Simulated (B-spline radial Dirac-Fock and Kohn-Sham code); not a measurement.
## Relativistic shifts of the levels of Ta²⁸⁺

System: Ta²⁸⁺ in the configuration 1s2 2s2 2p6 3s2 3p6 3d10 4s2 4p6 4d9.

Both columns are ΔSCF binding energies of the configuration average from an atomic code on a B-spline grid: non-relativistic Hartree-Fock with a point nucleus, and Dirac-Fock with a finite nucleus and the Coulomb interaction alone, averaged over the two j levels with weights 2j+1.

```
shell  Hartree-Fock (eV)  Dirac-Fock (eV)  shift (eV)  shift (%)
   1s            63418.1          68747.5    +5329.40      +8.40
   2s            11334.6          12741.6    +1406.96     +12.41
   2p            10876.5          11341.7     +465.20      +4.28
   3s             3384.9           3734.3     +349.37     +10.32
   3p             3174.8           3304.6     +129.82      +4.09
   4s             1380.8           1484.4     +103.57      +7.50
   4p             1287.8           1327.4      +39.60      +3.08
   4d             1121.2           1119.3       -1.83      -0.16
```

Relativity binds 1s, 2s, 2p, 3s, 3p, 4s, 4p more strongly, among those listed most of all 2s in relative terms, and 4d more weakly, because the contracted s and p shells screen the nucleus better.

Values without a named source are computed, but for edge energies of neutral atoms, which are taken from tables.
